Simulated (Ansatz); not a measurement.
C₄H₁₀Br₂F₂Ga₂, SMILES `C[CH2][Ga@-]1([F])[Br+][Ga@@-]([F])([CH2]C)[Br+]1`, 20 atoms. Charge 0, multiplicity 1. Correlated methods include outer-core shells of Br, Ga, which these sets cover unevenly. Scalar relativity is left out up to krypton. Hardware: A = 11 threads of an AMD EPYC 7R13 on a shared host and a whole NVIDIA H100 80 GB; B = 11 threads of an AMD EPYC 7R13 on a shared host. Correlated methods freeze the cores.

Give the basis size and wall time and peak host memory of each of these runs in Ansatz. RKS r2SCAN-D4/def2-TZVPP energy and forces [A]; RKS ωB97M-V/def2-TZVPP energy and forces [A]; RHF-MP2/def2-QZVPP energy [A]; RKS ωB97M-V/def2-SVP energy [B]; RHF-CCSD(T)/def2-TZVPP energy [A]; RKS PBE0-D4/def2-TZVP relaxation (19 steps) [A]; RKS ωB97M-V/def2-QZVPP energy [A]; RKS PBE0-D4/def2-QZVPP energy [A]; RKS PBE0-D4/def2-SVP energy [B]; RHF-CCSD(T)/def2-SVP energy [A]; RKS B3LYP-D4/def2-TZVPP energy and forces [A]; RKS B97M-V/def2-TZVPP energy [A]. (Best estimate.)

Computed: Other jobs shared the machine, so times are rough.

| level | job | functions | wall time | peak host memory (GiB) |
| --- | --- | --- | --- | --- |
| RKS B3LYP-D4/def2-TZVPP | energy and forces [A] | 518 | 3.2 s | 2.3 |
| RKS r2SCAN-D4/def2-TZVPP | energy and forces [A] | 518 | 3.4 s | 2.3 |
| RKS B97M-V/def2-TZVPP | energy [A] | 518 | 3.6 s | 2.3 |
| RKS PBE0-D4/def2-SVP | energy [B] | 262 | 4 s | 2.3 |
| RKS PBE0-D4/def2-QZVPP | energy [A] | 998 | 4.1 s | 2.3 |
| RKS ωB97M-V/def2-TZVPP | energy and forces [A] | 518 | 4.7 s | 2.3 |
| RHF-CCSD(T)/def2-SVP | energy [A] | 262 | 7 s | 2.3 |
| RKS ωB97M-V/def2-QZVPP | energy [A] | 998 | 7.5 s | 2.3 |
| RHF-MP2/def2-QZVPP | energy [A] | 998 | 9.5 s | 2.3 |
| RKS ωB97M-V/def2-SVP | energy [B] | 262 | 12 s | 2.3 |
| RKS PBE0-D4/def2-TZVP | relaxation (19 steps) [A] | 438 | 32 s | 2.3 |
| RHF-CCSD(T)/def2-TZVPP | energy [A] | 518 | 80 s | 2.3 |

B3LYP here is the variant with VWN-RPA as its local correlation; programs differ in this.
